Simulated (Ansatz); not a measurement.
**One arrangement of a pair**

The pair of HBr (SMILES Br, atoms 1–2) and CH₃Cl (SMILES CCl, atoms 3–7), both closed shells, in one local arrangement (a lower one may exist), relaxed at PBE0-D4/def2-TZVP:

| atom | x (Å) | y (Å) | z (Å) |
| --- | --- | --- | --- |
| Br1 | -0.6921 | -0.1647 | -2.8681 |
| H2 | 0.3311 | 0.1449 | -1.9114 |
| C3 | -0.0517 | -0.0386 | 1.0318 |
| Cl4 | 1.4045 | 0.4614 | 0.1414 |
| H5 | 0.1823 | -0.9447 | 1.5845 |
| H6 | -0.8465 | -0.2234 | 0.3125 |
| H7 | -0.3276 | 0.7650 | 1.7095 |

Computed with Ansatz 0.2.0 (basis: def2-TZVPPD, with def2-QZVPPD for the basis limit); correlated methods freeze the cores. Filled d shells of the heavier atoms are correlated. The def2 sets are not built for correlating such inner shells, so the correlated values are less sure here. B3LYP uses VWN-RPA correlation. Extrapolation: Hartree–Fock as exp(−7.88 √X), correlation as X^−2.97. Interaction energies count from these two fragments, frozen as in the pair, with the counterpoise correction; negative means bound.

Problem. What is the interaction energy by CCSD(T) at an estimated basis limit (MP2 extrapolated from triple and quadruple zeta, plus CCSD(T) − MP2 in triple zeta)? (An estimate is asked for; the value comes from the calculation.)

Solution. By the calculation: -3.25 kcal/mol. Hartree–Fock alone gives 0.34 kcal/mol at the basis limit, so without correlation the pair would not bind at this distance. It counts from the two fragments frozen as in the pair.

The same quantity by other methods in triple zeta, and each one's difference from that estimate:
```tsv
method	E_int (kcal/mol)	difference
PBE-D4	-4.04	-0.79
revPBE-D4	-3.38	-0.13
BLYP-D4	-3.40	-0.15
r2SCAN-D4	-3.58	-0.33
B97M-V	-3.24	0.01
PBE0-D4	-3.65	-0.40
B3LYP-D4	-3.36	-0.11
HSE06-D4	-3.66	-0.41
wB97X-V	-2.96	0.29
wB97M-V	-2.98	0.27
B2PLYP	-2.19	1.06
HF	0.35	3.60
MP2	-3.13	0.12
CCSD	-1.92	1.33
CCSD(T)	-2.42	0.83
```
Differences are method less estimate.

Problem. Which atoms make the shortest contact between the fragments?

Solution. H2 and Cl4, 2.34 Å apart.

Basis-set superposition shift (counterpoise-corrected less uncorrected): CCSD(T) 0.92; MP2 0.90; HF 0.12; PBE0-D4 0.12; wB97M-V 0.11 kcal/mol.

No T1 diagnostic of these runs exceeds 0.008.

For scale, one of the runs: CCSD(T)/def2-TZVPPD, 213 basis functions, launched by `ansatz run in.yaml --threads 4 --pin off --events-out ev --progress --plain --max-ram 9574MiB`. Time: 25 s of wall clock on 4 CPU threads of an Intel Xeon 6975P-C; the host was shared. Peak host memory: 3.2 GiB.
